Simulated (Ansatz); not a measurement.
`Cl[Si](Cl)(Br)Br` and `O[Si](Cl)(Br)Br` differ in one atom or group.

Ansatz, PBE0-D4/def2-TZVP geometries, multiplicity 1. Each molecule was computed in one conformer, which needn't be the lowest.

Scalar relativity is left out up to krypton.

| property | `Cl[Si](Cl)(Br)Br` |
| --- | --- |
| LUMO energy (PBE/def2-TZVPP) / eV | -2.12 |
| ideal-gas entropy at 298 K and 1 bar (rigid rotor, harmonic PBE0-D4/def2-TZVP) / J/(mol·K) | 371 |
| HOMO–LUMO gap (B3LYP/def2-TZVPP) / eV | 7.08 |
| HOMO energy (B3LYP/def2-TZVPP) / eV | -8.53 |
| size of the dipole moment (ωB97M-V/def2-TZVPP) / D | 0.07 |
| HOMO energy (PBE/def2-TZVPP) / eV | -7.51 |

(1) Give the same properties after the change, and the shifts. (Best estimate.)

Answers

(1) The calculation gave: 
```
                                                                                  property  `O[Si](Cl)(Br)Br`  shift
                                                         LUMO energy (PBE/def2-TZVPP) / eV              -1.63   0.49
ideal-gas entropy at 298 K and 1 bar (rigid rotor, harmonic PBE0-D4/def2-TZVP) / J/(mol·K)                376      5
                                                     HOMO–LUMO gap (B3LYP/def2-TZVPP) / eV               7.42   0.34
                                                       HOMO energy (B3LYP/def2-TZVPP) / eV              -8.38   0.15
                                        size of the dipole moment (ωB97M-V/def2-TZVPP) / D               1.55   1.48
                                                         HOMO energy (PBE/def2-TZVPP) / eV              -7.35   0.16
```

With PBE0 the HOMO rises by 0.16 eV and the LUMO rises by 0.51 eV, so the gap widens by about 0.35 eV. PBE moves the HOMO by 0.16 eV and ωB97M-V by 0.15 eV. The zero-point energy changes by 32.5 kJ/mol with +3 modes. Dipoles are sizes alone; their direction can turn.

B3LYP here is the variant with VWN-RPA as its local correlation; programs differ in this.

Spin–orbit coupling is left out; it splits and shifts lone-pair levels of the heavy atoms by tenths of an eV.
